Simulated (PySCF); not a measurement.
C3H7O (SMILES C[C-](C)O), charge -1, singlet, geometry from GFN2-xTB (in this run its highest filled SCF level lies above zero, so its values depend strongly on the basis, on diffuse functions most of all). Base run: CAMB3LYP/6-31G, TDA (PySCF).

The PySCF input:
```python
from pyscf import gto, scf, dft, tdscf

mol = gto.Mole()
mol.atom = '''
    O     0.07243737    1.40320982   -0.19733602
    C    -0.00374291    0.03902709    0.51456769
    H     0.67877388    1.90342080    0.35574421
    C    -1.29548155   -0.57666788   -0.04347091
    C     1.16825520   -0.77939168   -0.07495182
    H    -1.32161314   -0.69032542   -1.14781489
    H     1.15603930   -0.89633139   -1.17974156
    H    -2.15685030    0.03773779    0.23654104
    H     2.12944108   -0.31822607    0.18678398
    H    -1.44057069   -1.57307732    0.39121968
    H     1.16109647   -1.78668206    0.35908608
'''
mol.basis = '6-31g'
mol.charge = -1
mol.verbose = 3
mol.build()

mf = dft.RKS(mol)
mf.xc = 'camb3lyp'
mf.kernel()
td = mf.TDA()
td.nstates = 5
td.kernel()
td.analyze()
```

Variants of this job, named by their change:

| change | first excitation (eV) | oscillator strength of the first | second (eV) | core-seconds (rough) |
|---|---|---|---|---|
| base | 3.99 | 0.003 | 5.09 | 30 |
| functional = pbe | 3.07 | 0.002 | 4.06 | 20 |
| functional = blyp | 2.96 | 0.002 | 3.94 | 20 |
| response = full linear response | 3.97 | 0.003 | 5.06 | 60 |
| functional = b3lyp | 3.55 | 0.002 | 4.58 | 20 |
| basis = 6-31+G* | 2.66 | 0.051 | 2.78 | 90 |
| functional = bhandhlyp | 4.41 | 0.004 | 5.50 | 20 |
| conv_tol = 1e-3 | 3.99 | 0.003 | 5.09 | 30 |
| nstates = 2 | 3.99 | 0.003 | 5.09 | 30 |
| functional = hf | 5.88 | 0.011 | 6.97 | 2 |
| nstates = 10 | 3.99 | 0.003 | 5.09 | 60 |

An iterative solver can miss low states, so a row lists the states that it found.
